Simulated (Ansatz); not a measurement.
Job for Ansatz (a program for electronic structure): U-CCSD(T)/aug-cc-pVDZ on BeH2O (SMILES [BeH][OH]), a point of a bond scan (R = 1.062 Å).

Ansatz 0.2 input:
```yaml
crystal:
  periodic: [false, false, false]
  atoms:
    - {symbol: Be, position_ang: [-0.78408142, -0.35296304, 0.02982263]}
    - {symbol: H, position_ang: [-1.75305298, -0.78653310, 0.06984367]}
    - {symbol: O, position_ang: [0.51114037, 0.18521819, -0.07360318]}
    - {symbol: H, position_ang: [1.04249858, 0.82503224, 0.38968601]}
basis:
  gaussian:
    orbitals: aug-cc-pVDZ
correlation: {method: ccsd_t, electrons: outside_noble_gas}
scf: {omitted_lower_state_checks: [cluster_reference]}
magnetization: {spin_polarized: true, initial_magnetization: 0}
```

Output:

```
WARN ansatz: RAYON_NUM_THREADS=1 ignored (pool sized by the plan → 1); use --threads N
Functional definition: HF
these checks for a lower state are left out or cut short: cluster_reference
integrals: 0.05 GiB planned
595 factors; integrals over basis functions are off by at most 7.4e-4 eV
mean field: 0.11 GiB planned
mean field evaluation 1: about -2464.8588 eV, gradient 2.7e1 eV
mean field evaluation 2: about -2464.8876 eV, gradient 2.7e1 eV
mean field evaluation 4: about -2467.8931 eV, gradient 1.5e0 eV
mean field evaluation 8: about -2467.9135 eV, gradient 6.7e-4 eV
mean field -2467.91352413 eV, -90.6941492000 hartree, gradient 7.1e-6 eV, S^2 0.000000; 0 other end points of the search recorded, 0 dependent functions left out
2 core orbitals not correlated
reference -2467.91352413 eV, -90.6941492000 hartree; 5, 5 occupied and 57, 57 virtual orbitals, 595 factors
second order -6.86044098 eV of doubles, -0.00000000 eV of singles
coupled cluster: 0.19 GiB planned
cycle   1  -6.96898713 eV  change   -1.1e-1 eV  update   6.9e-2
cycle   2  -7.14559508 eV  change   -1.8e-1 eV  update   2.0e-2
cycle   3  -7.20189286 eV  change   -5.6e-2 eV  update   1.1e-2
cycle   4  -7.19980064 eV  change    2.1e-3 eV  update   2.5e-3
cycle   5  -7.19861926 eV  change    1.2e-3 eV  update   1.1e-3
cycle   6  -7.19878831 eV  change   -1.7e-4 eV  update   2.7e-4
cycle   7  -7.19875913 eV  change    2.9e-5 eV  update   9.4e-5
cycle   8  -7.19873979 eV  change    1.9e-5 eV  update   2.7e-5
cycle   9  -7.19874169 eV  change   -1.9e-6 eV  update   8.1e-6
perturbative correction -0.17513934 eV, -0.0064362521 hartree
Total energy: -2475.28740517 eV, -90.9651343299 hartree
Checks for a lower state left out: cluster_reference
```

The calculation finished and met its thresholds.

Cost: very roughly 1.6 core-seconds.
